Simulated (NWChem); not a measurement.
# MgSiH$_{3}$Cl; SMILES [SiH3][Mg][Cl]

Program: NWChem. The geometry was optimised at PBE0/def2-SVP. Ions are spin-unrestricted doublets at the neutral geometry; other ion states weren't tried.

**Question.** Estimate the computed values for PBE0/def2-SVP. Quantities: vertical ionisation energy, ΔSCF (eV); −ε(HOMO) (eV).

**Answer.** 
```yaml
vertical ionisation energy, ΔSCF (eV): 9.66
"−ε(HOMO) (eV)": 7.54
```
